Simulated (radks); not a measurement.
Q: The table gives one normalised radial function P(r) = r R(r) of V2+ in [Ar] 3d3 (r in bohr). Calculated with a radial shooting solver on a logarithmic mesh with Libxc functionals: non-relativistic Kohn-Sham, PBE, spin-unpolarised, spherical densities, point nucleus.

r	P
0.004042	0.0876
0.004557	0.0975
0.005138	0.1085
0.005839	0.1212
0.006584	0.1343
0.007423	0.1484
0.008437	0.1646
0.009513	0.1808
0.01073	0.1979
0.01219	0.2169
0.01374	0.2353
0.0155	0.2539
0.01761	0.2733
0.01986	0.2907
0.02239	0.3065
0.02545	0.3207
0.02869	0.3303
0.03235	0.3352
0.03677	0.3335
0.04146	0.3239
0.04674	0.3050
0.05312	0.2727
0.0599	0.2298
0.06753	0.1736
0.07676	0.0986
0.08654	0.0148
0.09758	-0.0803
0.1109	-0.1905
0.125	-0.2970
0.141	-0.3997
0.1602	-0.4956
0.1807	-0.5626
0.2037	-0.5973
0.2315	-0.5881
0.261	-0.5285
0.2943	-0.4159
0.3345	-0.2391
0.3771	-0.0282
0.4252	0.2122
0.4833	0.4795
0.5449	0.7165
0.6144	0.9172
0.6983	1.0681
0.7873	1.1362
0.8877	1.1295
1.009	1.0475
1.138	0.9172
1.283	0.7564
1.458	0.5755
1.644	0.4168
1.853	0.2820
2.106	0.1714
2.375	0.0988
2.677	0.0521
3.043	0.0236
3.431	0.0100
3.869	0.0037
4.397	0.0011
4.957	0.0003

Which n and l does it have? It may be an empty orbital.

A: n = 3, l = 0: the number of nodes gives n - l - 1 = 2, the rise at small r (about r^(l+1)) gives l, and the extent must fit the shell. The curve is that of 3s. 3s: eigenvalue -85.644 eV, 2 radial nodes at r = 0.0883, 0.383 bohr, <r> = 0.956 bohr, 90 % of the charge inside 1.43 bohr.
